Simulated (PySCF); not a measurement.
Coordinates in bohr (charge 0 multiplicity 9):
```
O     0.0000    0.0000   -1.1126
V     3.1479    0.0000    0.1706
V    -3.1479    0.0000    0.1706
```

Level of theory: UB3LYP/[O def2-SVP, V def2-SVP], no relativity, density fitting, PySCF.

This geometry of V2O is a stationary point at this level.

What is the point group?

C2v.

Is it a minimum?

Yes: all harmonic wavenumbers are real.

Which band is strongest in the infrared?

760 cm⁻¹ (b2), 247 km/mol.

What are the dipole moment and the gap between the highest occupied and lowest empty levels of either spin?

1.17 D and 1.86 eV.

Give the ideal-gas entropy at 298.15 K and 1 bar by parts.

translation 168.3, rotation 97.5, vibration 19.6, spin 18.3; total 303.7 J/(mol K).

Other isomers or separated fragments may lie lower. Other spin states or occupations of the open shell can lie lower.
